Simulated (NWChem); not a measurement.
System meant: CH₈OSi₂; SMILES C[Si@@H](O)[SiH3]

The following NWChem deck was run.

```
start job
memory heap 200 mb stack 900 mb global 1100 mb
geometry units angstroms noautoz
  C     -1.475000     1.417926     0.228046
  Si     0.085157     0.565046    -0.375862
  O      1.472567     1.212257     0.308243
  Si    -0.020997    -1.745525     0.077682
  H     -1.417183     2.502026     0.041665
  H     -2.356657     1.025315    -0.303967
  H     -1.635212     1.262994     1.306609
  H      0.239133     0.788653    -1.843022
  H      1.633929     1.001715     1.232195
  H     -0.038833    -1.971813     1.560782
  H      1.165408    -2.468477    -0.477966
  H     -1.261759    -2.361629    -0.491868
end
basis spherical
  C library def2-svp
  Si library def2-svp
  O library def2-svp
  H library def2-svp
end
dft
  xc b3lyp
  iterations 4
  mulliken
end
task dft energy
```

End of the output:

```
    Atom       Charge   Shell Charges
 -----------   ------   -------------------------------------------------------
    1 C    6     6.26   1.96  0.59  0.34  1.90  1.42  0.05
    2 Si  14    13.54   2.00  1.93  0.65  0.33  5.81  1.29  1.06  0.47
    3 O    8     8.23   1.97  0.88  0.60  2.73  2.04  0.01
    4 Si  14    13.77   2.00  1.94  0.71  0.37  5.82  1.35  1.41  0.19
    5 H    1     0.96   0.63  0.27  0.07
    6 H    1     0.96   0.63  0.27  0.07
    7 H    1     0.97   0.63  0.27  0.07
    8 H    1     1.11   0.66  0.43  0.02
    9 H    1     0.92   0.56  0.18  0.19
   10 H    1     1.10   0.64  0.43  0.02
   11 H    1     1.09   0.64  0.42  0.02
   12 H    1     1.09   0.64  0.43  0.02

 center of mass
 --------------
 x =   0.07440404 y =   0.00934750 z =  -0.02145811

 moments of inertia (a.u.)
 ------------------
         656.589903589386           0.000000000000          -0.000000000000
           0.000000000000         331.518504399486           0.000000000000
          -0.000000000000           0.000000000000         874.780012591327

     Multipole analysis of the density
     ---------------------------------

     L   x y z        total         alpha         beta         nuclear
     -   - - -        -----         -----         ----         -------
     0   0 0 0      0.000000    -25.000000    -25.000000     50.000000

     1   1 0 0     -0.311495     -0.155748     -0.155748     -0.000000
     1   0 1 0      0.102008      0.051004      0.051004     -0.000000
     1   0 0 1      0.508762      0.254381      0.254381     -0.000000

     2   2 0 0    -31.945454    -98.902282    -98.902282    165.859110
     2   1 1 0     -1.387122      4.464452      4.464452    -10.316026
     2   1 0 1      2.026222      1.116279      1.116279     -0.206337
     2   0 2 0    -33.726530   -190.096985   -190.096985    346.467440
     2   0 1 1      1.233574      0.072452      0.072452      1.088671
     2   0 0 2    -30.115639    -37.732078    -37.732078     45.348517

 ------------------------------------------------------------------------
 dft energy failed                                                                                  0
 ------------------------------------------------------------------------
 ------------------------------------------------------------------------
  current input line :
    28: task dft energy
 ------------------------------------------------------------------------
 ------------------------------------------------------------------------
 This type of error is most commonly associated with calculations not reaching convergence criteria
 ------------------------------------------------------------------------
 For more information see the NWChem manual at https://nwchemgit.github.io

0:dft energy failed:Received an Error in Communication
```

Question: Can this run be used? If not, why, and what is the fix?

Answer: Convergence was not reached. Cause: the SCF was allowed too few iterations. This input runs:
```
start job
memory heap 200 mb stack 900 mb global 1100 mb
geometry units angstroms noautoz
  C     -1.475000     1.417926     0.228046
  Si     0.085157     0.565046    -0.375862
  O      1.472567     1.212257     0.308243
  Si    -0.020997    -1.745525     0.077682
  H     -1.417183     2.502026     0.041665
  H     -2.356657     1.025315    -0.303967
  H     -1.635212     1.262994     1.306609
  H      0.239133     0.788653    -1.843022
  H      1.633929     1.001715     1.232195
  H     -0.038833    -1.971813     1.560782
  H      1.165408    -2.468477    -0.477966
  H     -1.261759    -2.361629    -0.491868
end
basis spherical
  * library def2-svp
end
dft
  xc b3lyp
  iterations 150
  mulliken
end
task dft energy
```
It converges to -696.93832 Ha (B3LYP/def2-SVP).
